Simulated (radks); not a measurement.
Values are calculated unless marked as measured or tabulated.
Minus the highest occupied eigenvalue as an estimate of the ionisation energy, Er40+ to Er59+. The LB94 potential has the -1/r tail that LDA and GGA lack but no energy functional. Level of theory: Dirac Kohn-Sham, LB94 model potential, spin-unpolarised, spherical densities, finite nucleus; open shells fill j = l - 1/2 first; Fermi nuclear charge, rms radius 5.2516 fm (a radial shooting solver on a logarithmic mesh with Libxc functionals).

| species | configuration | HOMO | -e(HOMO) (eV) | <r> (bohr) | IE, NIST (eV) | kind |
|---|---|---|---|---|---|---|
| Er40+ | [Ar] 3d10 | 3d5/2 | 3139.3 | 0.199 | 3157 | theory |
| Er41+ | [Ar] 3d9 | 3d5/2 | 3253.4 | 0.197 | 3265 | theory |
| Er42+ | [Ar] 3d8 | 3d5/2 | 3369.1 | 0.196 | 3381 | theory |
| Er43+ | [Ar] 3d7 | 3d5/2 | 3486.3 | 0.194 | 3505 | theory |
| Er44+ | [Ar] 3d6 | 3d5/2 | 3605.0 | 0.192 | 3624 | theory |
| Er45+ | [Ar] 3d5 | 3d5/2 | 3725.2 | 0.191 | 3742 | theory |
| Er46+ | [Ar] 3d4 | 3d3/2 | 3898.4 | 0.185 | 3916 | theory |
| Er47+ | [Ar] 3d3 | 3d3/2 | 4023.6 | 0.184 | 4038 | theory |
| Er48+ | [Ar] 3d2 | 3d3/2 | 4150.3 | 0.182 | 4170 | theory |
| Er49+ | [Ar] 3d1 | 3d3/2 | 4278.5 | 0.181 | 4294 | theory |
| Er50+ | [Ar] | 3p3/2 | 4634.7 | 0.208 | 4639 | theory |
| Er51+ | [Ne] 3s2 3p5 | 3p3/2 | 4747.5 | 0.207 | 4748 | theory |
| Er52+ | [Ne] 3s2 3p4 | 3p3/2 | 4861.1 | 0.206 | 4866 | theory |
| Er53+ | [Ne] 3s2 3p3 | 3p3/2 | 4975.6 | 0.205 | 4978 | theory |
| Er54+ | [Ne] 3s2 3p2 | 3p1/2 | 5340.5 | 0.193 | 5329 | theory |
| Er55+ | [Ne] 3s2 3p1 | 3p1/2 | 5462.6 | 0.192 | 5455 | theory |
| Er56+ | [Ne] 3s2 | 3s1/2 | 5719.0 | 0.203 | 5695 | theory |
| Er57+ | [Ne] 3s1 | 3s1/2 | 5835.1 | 0.202 | 5815 | theory |
| Er58+ | [Ne] | 2p3/2 | 12887.4 | 0.0771 | 12918 | theory |
| Er59+ | [He] 2s2 2p5 | 2p3/2 | 13193.7 | 0.0765 | 13217 | theory |

Reference values: NIST Atomic Spectra Database (exp. = measured, semi-emp. = semi-empirical, theory = theoretical value adopted there). Spin polarisation and multiplet splitting are left out.

Beside tabulated values, note that spin-unpolarised runs miss the spin-polarisation part of the exchange energy of open shells.
